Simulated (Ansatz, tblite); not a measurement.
Forces on the cluster WSe₂⁻ at its PBE-D4/def2-TZVPD geometry. The state is a doublet with charge -1.

In the def2 sets W takes a core potential; there is no spin–orbit coupling. The xTB rows come from tblite. At r2SCAN-D4/def2-TZVPD the charge -1 doublet is spin-contaminated (final ⟨S²⟩ up to 1.59, 0.75 for a pure state). The geometry of the doublet was relaxed on an unsound state (⟨S²⟩ 1.45, where a pure state has 0.75). At PBE0-D4/def2-TZVPD a quartet of charge -1 lies 0.51 eV below the doublet, each at its own geometry. The structure comes from a short search, and lower isomers may exist.

GFN1-xTB (tblite), largest force 0.64 eV/Å:

```xyz
3
positions Å, forces eV/Å
W     0.105   -0.634    0.137   -0.102    0.614   -0.132
Se   -0.859    0.594    1.838    0.172   -0.348   -0.220
Se    0.753    0.040   -1.974   -0.070   -0.265    0.352
```

GFN2-xTB (tblite), largest force 0.24 eV/Å:

```
W 0.038 -0.228 0.049
Se 0.018 0.101 -0.113
Se -0.056 0.127 0.064
```

r2SCAN-D4/def2-TZVPD (Ansatz), largest force 0.22 eV/Å:

```
W -0.036 0.214 -0.046
Se 0.056 -0.120 -0.068
Se -0.021 -0.094 0.114
```
